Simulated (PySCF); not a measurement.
# Field gradients at the hydrogen positions

Species: C4H12F2Si2.
Numbering: `[CH3:1][C@@H:2]([F:3])[CH2:4][SiH2:5][SiH2:6][CH2:7][F:8]` (hydrogens: H9, H10, H11 on C1; H12 on C2; H13, H14 on C4; H15, H16 on Si5; H17, H18 on Si6; H19, H20 on C7)

Structure used (GFN2-xTB), in Å, numbered top down from 1:
```xyz
20
C4H12F2Si2 angstrom
C     -2.490    1.174    1.166
C     -1.405    0.520    0.324
F     -0.240    1.273    0.460
C     -1.105   -0.913    0.724
Si     0.304   -1.691   -0.318
Si     2.278   -0.492   -0.119
C      2.339    0.812   -1.531
F      1.963    0.223   -2.728
H     -2.215    1.140    2.218
H     -3.430    0.649    1.027
H     -2.618    2.214    0.873
H     -1.660    0.579   -0.742
H     -2.023   -1.490    0.615
H     -0.844   -0.928    1.784
H     -0.222   -1.777   -1.688
H      0.424   -3.072    0.177
H      2.489    0.272    1.115
H      3.465   -1.343   -0.300
H      1.647    1.639   -1.365
H      3.337    1.223   -1.695
```

Level: PBE0/pcSseg-1 (PySCF, non-relativistic); Q(2H) = 0.00286 b; rigid geometry, the same for H and D, with no vibrational averaging.

Question: Rank these positions by the coupling χzz of a deuteron there, largest first.
A. H20 (methylene hydrogen)
B. H14 (methylene hydrogen)
C. H10 (methyl hydrogen)
D. H12 (methine hydrogen)
E. H17 (Si–H hydrogen)

Answer: C (213 kHz), B (208 kHz), A (202 kHz), D (188 kHz), E (109 kHz).

Question: Tabulate Vzz, the asymmetry η and χzz = 234.96 MHz × Q × Vzz for every hydrogen position.

Answer: 
```csv
atom,bonded to,bond length (Å),Vzz (au),η,χzz (kHz)
H9,C1,1.088,0.3128,0.03,210
H10,C1,1.086,0.3163,0.03,213
H11,C1,1.088,0.3135,0.02,211
H12,C2,1.098,0.2801,0.06,188
H13,C4,1.090,0.3139,0.04,211
H14,C4,1.091,0.3095,0.03,208
H15,Si5,1.470,0.1595,0.03,107
H16,Si5,1.472,0.1591,0.01,107
H17,Si6,1.467,0.1619,0.03,109
H18,Si6,1.472,0.1577,0.01,106
H19,C7,1.091,0.2981,0.10,200
H20,C7,1.092,0.3011,0.10,202
```

Question: Average by the element that carries the hydrogen.

Answer: on C: 205 kHz over 8 positions, mean bond length 1.090 Å; on Si: 107 kHz over 4 positions, mean bond length 1.470 Å.

Question: How does χzz go with the bond length over the 8 C–H bonds?

Answer: A straight-line fit has a slope of -21.2 kHz for each 0.01 Å, with a correlation coefficient of -0.94, over lengths from 1.086 to 1.098 Å. The longer bonds have the smaller couplings here.

Question: A static deuteron (I = 1) shows a doublet split by (3/2)χ, (3/4)χ(1 + η) and (3/4)χ(1 − η) with the field along z, y and x of the gradient. What are these for H15?

Answer: With |χ| = 107.2 kHz and η = 0.031: 161, 83 and 78 kHz, to first order and without motion.

The structure is a single GFN2-xTB conformer in the gas phase; no vibrational or solvent corrections. GFN2-xTB bond lengths can be off by several hundredths of an ångström, more for odd bonds, and the gradients follow them. With so small a basis the couplings can be 20 % off.
